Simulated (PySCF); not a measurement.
**Electron correlation in Yb³⁺ (ytterbium, charge +3)**

[Xe] 4f13, 2F determinant. All numbers are calculated (PySCF 2.14, the spin-free X2C one-electron Hamiltonian (Gaussian nucleus), in x2c-TZVPPall). Frozen: [Ar] 3d10; 39 electrons correlated.

MP2 pair energies summed by pair of shells (mhartree):

```
 pair   energy  share (%)
4f-4f  -548.79       34.4
4d-4f  -315.29       19.7
4f-5p  -234.87       14.7
5p-5p  -121.06        7.6
4d-4d   -95.13        6.0
4f-5s   -52.61        3.3
4p-4f   -45.46        2.8
4d-5p   -37.72        2.4
5s-5p   -30.01        1.9
4p-4d   -29.42        1.8
4d-5s   -20.37        1.3
4s-4f   -19.76        1.2
4s-4d   -16.52        1.0
4p-4p    -8.29        0.5
4p-5p    -6.63        0.4
5s-5s    -6.03        0.4
4s-4p    -3.32        0.2
4p-5s    -3.26        0.2
4s-4s    -1.25        0.1
4s-5p    -0.71        0.0
4s-5s    -0.64        0.0
```

Total MP2 correlation energy: -1597.1 mhartree.

Same-spin part -611.65 and opposite-spin part -985.47 mhartree; SCS-MP2 scales them by 1/3 and 6/5 to -1386.4 mhartree.

This basis was not built for core-valence correlation, so the inner-shell part is incomplete.
